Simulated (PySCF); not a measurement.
**P⁻ (phosphorus, charge -1): UHF calculation**

Configuration: [Ne] 3s2 3p4, high-spin 3P determinant. Computed with PySCF 2.14 in aug-cc-pVQZ-DK (7s6p4d3f2g, 84 functions), with scalar relativity by spin-free X2C-1e.

* Total energy: -341.521857 hartree
* One-electron energy: -476.6973 hartree
* Hartree (Coulomb) energy: 158.0271 hartree
* Exchange energy: -22.8517 hartree
* ⟨S²⟩: 2.0273
* ⟨L²⟩: 2.070
* Sum of ⟨r⟩: 19.07 bohr
* Sum of ⟨r²⟩: 49.73 bohr²
* Traceless quadrupole moment −½Σ⟨3z² − r²⟩ along its main axis: -5.30 e·bohr²
* Langevin diamagnetic susceptibility: -39.4 ×10⁻⁶ cm³/mol

| shell | electrons | mean orbital energy (hartree) | spread (hartree) | rms radius, mean of both spins (bohr) |
| --- | --- | --- | --- | --- |
| 1s α | 1 | -79.92027 | 0 | 0.120 |
| 1s β | 1 | -79.90856 | 0 | 0.120 |
| 2s α | 1 | -7.27807 | 0 | 0.560 |
| 2s β | 1 | -7.26450 | 0 | 0.560 |
| 2p α | 3 | -5.13730 | 0.01278 | 0.540 |
| 2p β | 3 | -5.11298 | 0.00955 | 0.540 |
| 3s α | 1 | -0.53318 | 0 | 2.17 |
| 3s β | 1 | -0.35437 | 0 | 2.17 |
| 3p α | 3 | -0.10405 | 0.05664 | 3.08 |
| 3p β | 1 | -0.02448 | 0 | 3.08 |

Densities and radii are taken from the X2C orbitals without a picture-change correction, which distorts them close to the nucleus.

Spin-orbit constants ζ (cm⁻¹) from the X2C one-electron operator on these orbitals: bare nucleus, nucleus screened by l(l+1)(2l+1)/3 electrons, and screened by the Breit-Pauli mean field of the electrons.

| shell | bare | screened nucleus | mean field |
| --- | --- | --- | --- |
| 2p | 5455 | 4728 | 4400 |
| 3p | 246.0 | 213.2 | 194.3 |

To first order the Landé constant is A = -97.15 cm⁻¹, so the lowest level has J = 2 and lies 0.0120 eV below the centre of the term. This holds in LS coupling only.
